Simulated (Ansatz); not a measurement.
Calculated with Ansatz (gas phase, PBE0-D4/def2-TZVP geometries, no zero-point term in ΔE). CBS: MP2 limit from def2 TZ/QZ plus the TZ coupled-cluster correction, frozen cores. This one scheme is used for every species. Functionals use def2-TZVPP. For Ge outer-core shells are correlated without core-valence functions, which leaves a few kJ/mol of doubt a bond. Scalar relativity is left out up to krypton. One conformer a species, not always the lowest.

Consider the substitution at a C–Si bond: `C[Si](O)(O)[SiH3]` + `[NH2][GeH]([F])[Cl]` → `C[NH][GeH]([F])[Cl]` + `O[SiH](O)[SiH3]`.

```tsv
level	ΔE (kJ/mol)	difference from CCSD(T)/CBS
revPBE-D4	90.4	-2.7
CAM-B3LYP-D4	90.4	-2.7
ωB97M-V	95.6	2.5
PBE	89.9	-3.2
revPBE	88.5	-4.6
BLYP	85.0	-8.1
BHLYP	88.2	-4.9
MP2/def2-SVP	80.6	-12.5
CCSD(T)/def2-TZVPP	91.2	-1.9
CCSD/CBS(def2)	92.3	-0.8
CCSD(T)/CBS	93.1	0
```

Largest T1 diagnostic among the species: 0.013.

From BLYP to BHLYP (50 % exact exchange), in def2-TZVPP and without D4, ΔE moves by +3.2 kJ/mol. Leaving LDA and LC-ωPBE aside and taking each functional with its dispersion term where it has one, the values, not all of them listed here, spread over 10.1 kJ/mol, from BLYP-D4 to B97M-V. In def2-TZVPP, CCSD(T) changes the Hartree–Fock value by +8.5 kJ/mol (the triples alone add +0.8 kJ/mol) and MP2 by +12.3 kJ/mol.

CCSD(T)/CBS has its own doubt, a few kJ/mol and more with outer-core shells, so smaller differences from it don't rank the levels.
